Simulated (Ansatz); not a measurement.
Species: AgH (charge 0, singlet). 
Geometry from a B3LYP-D3(BJ)/def2-TZVP (Ansatz, a quantum-chemistry and plane-wave program) optimisation:
SMILES: [AgH]
```xyz
2

Ag     0.0000     0.0000    -0.0337
H      0.0000     0.0000     1.5853
```
Charge 0, spin multiplicity 1.

Property: vertical ionisation energy (to the doublet state of charge +1; each state is the SCF solution reached for its spin; for the singlet T1 is 0.030), in eV. Valence correlation only, unless marked. Open shells are spin-unrestricted. No spin-orbit coupling. Frozen are the shells of the preceding noble gas and the d and f shells that filled before the atom's block. In def2 rows, elements after Kr have scalar-relativistic effective core potentials. Basis-set limits of correlation are two-point, X^-3; Hartree-Fock from the larger set.

```
level                                 program  vertical ionisation energy (eV)
------------------------------------  -------  -------------------------------
SVWN5/def2-TZVPD                       Ansatz                              ___
PBE/def2-TZVPD                         Ansatz                             9.52
r2SCAN/def2-TZVPD                      Ansatz                             9.39
B3LYP/def2-TZVPD                       Ansatz                             9.53
PBE0/def2-TZVPD                        Ansatz                             9.30
BHLYP/def2-TZVPD                       Ansatz                              ___
CAM-B3LYP/def2-TZVPD                   Ansatz                              ___
wB97M-V/def2-TZVPD                     Ansatz                              ___
wB97X-V/def2-TZVPD                     Ansatz                             9.22
CCSD/def2-SVPD                         Ansatz                             8.92
CCSD/def2-TZVPPD                       Ansatz                             9.09
CCSD/def2-QZVPPD                       Ansatz                             9.19
CCSD(T)/CBS(def2-TZVPPD,def2-QZVPPD)   Ansatz                             9.39
```

Task: Complete the blanks.

Result: 
- SVWN5/def2-TZVPD, vertical ionisation energy (eV): 9.85
- BHLYP/def2-TZVPD, vertical ionisation energy (eV): 9.13
- CAM-B3LYP/def2-TZVPD, vertical ionisation energy (eV): 9.42
- wB97M-V/def2-TZVPD, vertical ionisation energy (eV): 9.26
